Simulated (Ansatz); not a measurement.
`FC(F)C(F)(F)CC(F)(F)F` + H₂ → `FC(F)C(F)F` + `CC(F)(F)F`  (hydrogenolysis of a C–C bond)

Program: Ansatz. Geometries: PBE0-D4/def2-TZVP. ΔE: electronic, gas phase. CBS: MP2 limit from def2 TZ/QZ plus the TZ coupled-cluster correction, frozen cores. This one scheme is used for every species. DFT in def2-TZVPP. B3LYP here is the variant with VWN-RPA as its local correlation; programs differ in this. HSE06 is defined as in plane-wave codes. Each species was taken in one conformer, which may not be the lowest.

```csv
level,ΔE (kJ/mol),difference from CCSD(T)/CBS
LDA (SPW92),-44.4,13.2
PBE-D4,-57.4,0.2
revPBE-D4,-53.1,4.5
BLYP-D4,-59.2,-1.6
PBE0-D4,-60.9,-3.3
B3LYP-D4,-62.5,-4.9
r2SCANh-D4,-55.6,2.0
r2SCAN0-D4,-58.2,-0.6
HSE06-D4,-61.5,-3.9
BHLYP-D4,-66.3,-8.7
CAM-B3LYP-D4,-61.3,-3.7
ωB97X-V,-55.2,2.4
B2PLYP,-69.2,-11.6
PBE-QIDH,-63.5,-5.9
PBE,-67.5,-9.9
BLYP,-79.4,-21.8
r2SCAN,-56.9,0.7
PBE0,-69.9,-12.3
B3LYP,-78.0,-20.4
r2SCANh,-59.0,-1.4
r2SCAN0,-61.9,-4.3
HSE06,-69.9,-12.3
BHLYP,-77.8,-20.2
CAM-B3LYP,-70.5,-12.9
LC-ωPBE,-68.2,-10.6
RPA@PBE/def2-TZVPP,-53.8,3.8
HF/def2-SVP,-83.1,-25.5
MP2/def2-SVP,-44.4,13.2
CCSD/def2-SVP,-52.6,5.0
CCSD(T)/def2-SVP,-46.3,11.3
HF/def2-TZVPP,-90.1,-32.5
MP2/def2-TZVPP,-55.5,2.1
SCS-MP2/def2-TZVPP,-62.0,-4.4
CCSD/def2-TZVPP,-63.2,-5.6
CCSD(T)/def2-TZVPP,-56.7,0.9
HF/def2-QZVPP,-91.0,-33.4
MP2/def2-QZVPP,-56.3,1.3
SCS-MP2/def2-QZVPP,-63.0,-5.4
MP2/CBS(def2),-56.4,1.2
CCSD/CBS(def2),-64.1,-6.5
CCSD(T)/CBS,-57.6,0
```

Largest T1 diagnostic among the species: 0.012.

Leaving LDA and LC-ωPBE aside and taking each functional with its dispersion term where it has one, the values spread over 16.1 kJ/mol, from B2PLYP to revPBE-D4. LDA lies +23.1 kJ/mol from PBE without D4. The D4 term adds +15.5 kJ/mol with B3LYP and +9.0 kJ/mol with PBE0; it sums over pairs of atoms, weighted by their polarisabilities, and B3LYP, whose exchange is more repulsive, gets the larger term.
